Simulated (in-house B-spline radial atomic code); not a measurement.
Results of a calculation; reference values are marked as such.
Correlation energy from the adiabatic connection: −Z/r, Z = 5.75

Two electrons in a singlet, external potential −Z/r, Z = 5.75 (atomic units). Full CI in B-splines (partial waves to l = 8, correlation up to 0.6 % small) with the density held fixed gives W(λ) = <V_ee>_λ − U, and E_c is the integral of W(λ) − W(0) from 0 to 1.

| λ | W(λ) − W(0) (hartree) |
| --- | --- |
| 0 | 0.00000 |
| 0.02 | -0.00187 |
| 0.05 | -0.00467 |
| 0.12 | -0.01114 |
| 0.25 | -0.02301 |
| 0.4 | -0.03645 |
| 0.6 | -0.05396 |
| 0.8 | -0.07102 |
| 1 | -0.08765 |

Task: Integrate the table by the trapezoid rule.

Result: The strips give -0.00002, -0.00010, -0.00055, -0.00222, -0.00446, -0.00904, -0.01250, -0.01587, which sum to -0.04476 hartree. The direct value, W(1) − W(0) + T_c with T_c = 0.04286, is -0.04479; the curve is convex, so chords lie above it and the trapezoids fall short in size by 0.07 %.

Task: Now use only three numbers: W(0) = -3.3708, the initial slope W'(0) = -0.09361 (extrapolated from the first points) and the strong-coupling limit of the point-charge-plus-continuum model, W∞ = -4.788. What do second-order theory and the interpolation W(λ) = W∞ + (W(0) − W∞)/√(1 + 2χλ) of Seidl, Perdew and Levy give?

Result: Second order keeps the slope alone: E_c = W'(0)/2 = -0.04680, +5 % in size against -0.04479. Matching the slope fixes χ = W'(0)/(W∞ − W(0)) = -0.09361/(-1.41720) = 0.06605. Integrating, with s = √(1 + 2χ) = 1.064004, E_c = −(W(0) − W∞)(s − 1)/(s + 1) = −1.41720 × 0.064004/2.064004 = -0.04395 hartree, -1.9 % in size against the full result. At λ = 1 the formula gives W − W(0) = -0.08525 against -0.08765. Part of the miss can come from the model's W∞.
